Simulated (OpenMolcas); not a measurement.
# C+: thermal populations, worked from levels

| Item | Value |
| --- | --- |
| Program | OpenMolcas 26.06 |
| Basis | ANO-RCC-VTZP [4s3p2d1f] |
| Scalar Hamiltonian | DKH2, point nucleus |
| Active space | 3 electrons in 8 orbitals (2s 2p 3s 3p) |
| State averaging | 2S+1 = 4 odd, 1 root; 2S+1 = 2 odd, 11 roots; 2S+1 = 4 even, 3 roots; 2S+1 = 2 even, 9 roots |
| Spin-orbit coupling | RASSI with atomic mean-field integrals over the reference wave functions, term energies averaged over their components |

Methods: CASSCF; MS-CASPT2, IPEA 0.25 Eh, imaginary shift 0.1 Eh (closed shells correlated: 1s). Measured levels: NIST Handbook of Basic Atomic Spectroscopic Data.

**Thermal populations.** Z = Σ (2J + 1) exp(-E/kT) with k = 0.695035 cm-1/K, over the levels below. No other level of either list lies under 90000 cm-1, which is above 7 kT at each temperature.

| Level | 2J + 1 | MS-CASPT2 | measured |
| --- | --- | --- | --- |
| 2s² 2p ²P°_1/2 | 2 | 0.0 | 0.0 |
| 2s² 2p ²P°_3/2 | 4 | 59.2 | 63.4 |
| 2s 2p² ⁴P_1/2 | 2 | 41710 | 43003 |
| 2s 2p² ⁴P_3/2 | 4 | 41730 | 43025 |
| 2s 2p² ⁴P_5/2 | 6 | 41770 | 43054 |
| 2s 2p² ²D_3/2 | 4 | 74880 | 74933 |
| 2s 2p² ²D_5/2 | 6 | 74880 | 74930 |

```
T (K)  Z, MS-CASPT2  Z, measured levels  Ground level (%), MS-CASPT2  Ground level (%), measured levels
 5000         5.933               5.928                         33.7                               33.7
 8000         5.964               5.960                         33.5                               33.6
12000         6.053               6.040                         33.0                               33.1
```

At 12000 K, kT = 8340 cm-1, and the computed levels give Z = 2.000 + 3.972 + 0.013 + 0.027 + 0.040 + 0.001 + 0.001 = 6.053.

The run also gave levels led by 2s² 3p, which use shells meant for correlation; these and all levels above them are left out. Without dynamic correlation excited terms often stand tens of per cent too high (terms of higher spin than the ground term too low), and those without a measured partner can miss by more than the paired ones (holds for CASSCF). Measured partners are found by configuration, term and J. A level has none where our copy of the source lacks it or the pairing is in doubt (some pairs that miss far off the trend of their configuration count as doubtful), and it then counts in no deviation. Levels of configurations outside the active space are missing.

° marks odd parity.
